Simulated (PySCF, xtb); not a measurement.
C2H7FS2Si, SMILES CS[SiH](F)SC.

xtb 6.7.1 with GFN2-xTB at its own geometry gives an orbital gap of 4.08 eV and a dipole moment of 2.85 D.

Geometry: B3LYP-D3(BJ)/def2-SVP. Other conformers were not sampled.

Task: What does r2SCAN/def2-TZVP in PySCF give? (An estimate is asked for; the answer gives what the named calculation found.)

Result: gap 5.34 eV (levels -6.25 and -0.90 eV), dipole 3.19 D.
